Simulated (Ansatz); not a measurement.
Basis-set extrapolation for `C[SiH2]C(N)F` (PBE0-D4/def2-TZVP geometry, frozen core, Ansatz). Multiplicity 1, RHF reference.

```
                      def2-TZVPP   def2-QZVPP
                 HF  -523.326034  -523.345820
    MP2 correlation    -0.940093    -1.011685
CCSD(T) correlation    -1.022793      not run
```

Energies in hartree. Use E(X) = E(∞) + A·exp(−7.88·√X) for Hartree–Fock and E(X) = E(∞) + B·X^(−2.97) for correlation, with X = 3 and 4, and add CCSD(T) minus MP2 of the smaller set to the MP2 limit.

Task: What is the CCSD(T) energy at the basis-set limit?

Result: HF limit: -523.345820 + (-0.019786) × 0.13774 = -523.34855. MP2 limit: -1.011685 + (-0.071592) × 0.74074 = -1.06472. Higher-order term: -1.022793 − (-0.940093) = -0.08270. Total: -524.49597 hartree, 386.3 kJ/mol below CCSD(T)/def2-TZVPP.
